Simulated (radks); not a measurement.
Ca VI, 15 electrons, occupied as [Ne] 3s2 3p3.

All-electron calculation, non-relativistic Kohn-Sham, OLYP, spin-polarised, spherical densities, point nucleus; open shells are filled with parallel spins first. Program: a radial shooting solver on a logarithmic mesh with Libxc functionals.

Energy parts (hartree):
| part | energy |
|---|---|
| total | -669.55692 |
| kinetic | 669.03372 |
| electron-nucleus | -1541.89952 |
| Hartree | 237.28582 |
| exchange-correlation | -33.97694 |

Orbitals (lengths in bohr, moments of r in powers of bohr; <r^-3> diverges for s and p1/2):
| orbital | occ. | eigenvalue (hartree) | <r^-3> |
|---|---|---|---|
| 1s up | 1 | -147.4819 | - |
| 1s down | 1 | -147.4413 | - |
| 2s up | 1 | -18.12655 | - |
| 2s down | 1 | -18.10027 | - |
| 2p up | 3 | -15.35301 | 185.0 |
| 2p down | 3 | -15.30364 | 184.5 |
| 3s up | 1 | -4.36311 | - |
| 3s down | 1 | -4.12057 | - |
| 3p up | 3 | -3.62160 | 25.17 |
| 3p down | 0 | -3.39044 | 24.23 |
| 3d up | 0 | -2.49373 | 2.362 |
| 3d down | 0 | -2.29853 | 2.277 |
| 4s up | 0 | -1.72009 | - |
| 4s down | 0 | -1.68694 | - |
| 4p up | 0 | -1.49414 | 6.125 |

The highest occupied level is 3p up at -98.549 eV. Virial ratio -V/T = 2.00078. Summed over all electrons, <r^2> = 8.056 bohr^2, which gives a Langevin (diamagnetic) susceptibility term of -6.38 x 10^-6 cm^3/mol. The density falls to 0.001 e/bohr^3 at r = 2.51 bohr. For comparison, the ionisation energy in NIST's Atomic Spectra Database is 108.8 eV (semi-empirical). In exact Kohn-Sham theory the highest level is minus the ionisation energy, but local and semilocal functionals leave it too shallow, through self-interaction and a potential that decays too fast; potentials with the right tail come closer. The spin density at the nucleus is 0.078 e/bohr^3 (1s -1.143, 2s 0.341, 3s 0.880), a Fermi contact field of 4.12 T. Spin moment in Bohr magnetons: 3.
